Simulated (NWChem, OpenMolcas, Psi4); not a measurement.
# InH2OF (SMILES [OH][InH][F]): methods side by side

InH2OF: 5 atoms, total charge 0, spin state singlet. As SMILES, `[OH][InH][F]`. The shape is that of a PBE0-D4/def2-TZVP optimisation. This is a higher conformer, about 10 kJ/mol above the lowest found by a separate search.

```xyz
5

O    -1.2795   -0.3459   -0.5774
In    0.4801    0.0425    0.2100
F     1.1859   -1.6547    0.8415
H    -1.7252    0.4298   -0.9257
H     1.3885    1.4547    0.4102
```

Each level gives the vertical energy of the triplet above the singlet (eV). The values are calculated.

```csv
level,kind,program,value (eV),less CCSD(T)/def2-SVP,CPU time (all runs)
BLYP/def2-SVP (core potential),GGA,Psi4,4.77,-1.16,65 s
PBE/def2-SVP (core potential),GGA,OpenMolcas,4.85,-1.08,57 s
revPBE/def2-SVP (core potential),GGA,OpenMolcas,4.87,-1.06,53 s
TPSS/def2-SVP (core potential),meta-GGA,OpenMolcas,5.30,-0.63,1.8 min
r2SCAN/def2-SVP (core potential),meta-GGA,OpenMolcas,5.43,-0.50,1.9 min
B3LYP/def2-SVP (core potential),global hybrid,NWChem,5.16,-0.77,61 s
M06-2X/def2-SVP (core potential),hybrid meta-GGA,Psi4,5.84,-0.09,2.1 min
"CCSD(T)/def2-SVP (core potential), open shells restricted",coupled cluster or CI,OpenMolcas,5.93,0.00,96 s
```

Differences are taken from CCSD(T)/def2-SVP (core potential), open shells restricted for orientation; it has basis-set and higher-order errors of its own. Spin-orbit coupling, which can split open shells on such heavy atoms by tenths of an eV, is left out. The values span 4.77 to 5.93 eV. A triplet this far above the singlet is often a Rydberg-like or dissociative state; sets without diffuse functions put Rydberg states too high. In the correlated wave-function rows the outer d shell of In is correlated, in sets not made for it. CPU times are rough (shared hosts, several kinds of processor): they show what a rung costs within a factor of a few.
